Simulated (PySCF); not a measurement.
HI2Si, SMILES I[SiH]I (connectivity only; charge and spin as stated), charge +1, multiplicity 1.

Coordinates come from a B3LYP-D3(BJ)/def2-SVP optimisation. The spin state was assumed, not searched. The isomer is the one that the SMILES or the coordinates give; other isomers of the formula were not compared. The def2 effective core potentials stand for the cores of I; spin–orbit coupling is left out.

The numbers are results of B3LYP-D3(BJ)/def2-SVP in PySCF, not measurements.

Frequencies are harmonic and unscaled.

Computed normal modes with their intensities:
```csv
mode,ν (cm⁻¹),IR (km/mol),Raman (Å⁴/amu),depolarisation,moving atoms (share of kinetic energy)
1,96,1.4,7.1,0.58,"I 83 %, Si 16 %"
2,337,17.1,18.9,0.10,"Si 70 %, I 27 %"
3,434,1.6,1.7,0.75,"H 83 %, Si 16 %"
4,497,106.8,6.9,0.75,"Si 80 %, I 13 %"
5,751,138.3,2.9,0.75,H 92 %
6,2282,0.0,207.5,0.29,H 96 %
```
